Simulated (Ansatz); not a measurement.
Li5H10⁻, relaxed as a singlet with RKS PBE-D4/def2-TZVPD in Ansatz, starting from the GFN1-xTB geometry. Force threshold 0.02 eV/Å.

In the singlet, H7 and H15 lie 0.76 Å apart, H6 and H11 lie 0.77 Å apart (atoms count from 1), so H2 has formed as a molecule. The structure comes from a short search, and lower isomers may exist.

Start:

Cartesian coordinates in Å:
```
Li 0.821 -0.280 -1.588
Li -1.274 -0.550 0.685
Li -1.341 1.942 0.235
Li 0.947 1.117 0.399
Li 1.141 -2.048 -0.091
H 1.987 -3.422 0.712
H -2.562 3.198 -0.122
H 0.832 -1.978 -1.854
H 0.002 2.164 1.394
H -2.450 0.670 0.729
H 2.342 -3.378 0.015
H -0.185 1.204 -1.175
H -0.325 -1.939 0.876
H 1.968 -0.315 -0.024
H -1.902 3.615 -0.191
```

```csv
step,energy (eV),largest force component (eV/Å),SCF passes
1,-1182.7217,0.704,15
2,-1182.9167,0.295,15
3,-1182.9598,0.108,16
4,-1182.9947,0.108,15
5,-1183.0275,0.211,15
6,-1183.0581,0.276,15
7,-1183.1077,0.129,16
8,-1183.1548,0.082,15
9,-1183.1640,0.142,15
10,-1183.1839,0.052,15
11,-1183.1983,0.193,15
12,-1183.2128,0.298,15
13,-1183.2197,0.340,15
14 (rejected),-1183.2157,0.485,15
15,-1183.2343,0.047,17
16,-1183.2381,0.066,17
17 (rejected),-1183.2354,0.609,16
18,-1183.2396,0.048,17
19,-1183.2426,0.167,16
20,-1183.2443,0.377,16
21,-1183.2478,0.188,16
22,-1183.2519,0.041,17
23,-1183.2547,0.350,16
24,-1183.2585,0.133,18
25,-1183.2599,0.009,17
26,-1183.2603,0.014,17
27,-1183.2605,0.028,11
28,-1183.2606,0.006,11
```

Force components are those of the run's own axes.

End:

Cartesian coordinates in Å:
```
Li 0.905 0.111 -1.807
Li -1.086 -0.606 -0.300
Li -1.110 1.638 0.722
Li 1.132 0.644 0.730
Li 1.290 -1.722 -0.407
H 1.390 -3.047 1.025
H -2.633 2.630 -0.200
H 0.081 -1.529 -1.767
H 0.356 1.969 1.727
H -2.426 0.411 0.423
H 1.843 -3.528 0.637
H -0.115 1.060 -0.775
H 0.324 -1.091 0.908
H 2.337 -0.253 -0.719
H -2.289 3.312 -0.199
```

Bonds lost: Li3–H7, Li3–H15, Li4–H14, Li5–H11 (atoms count from 1). Metal–metal contacts that move far: Li4–Li5 3.21 to 2.63 Å, Li1–Li2 3.10 to 2.60 Å.

The force fell under the threshold at step 25, but the optimiser went on. No frequencies were taken in this run, so the end may be a saddle point.

Hardware: 4 threads of Arm Neoverse V2 on a shared host. Wall time 32 s.
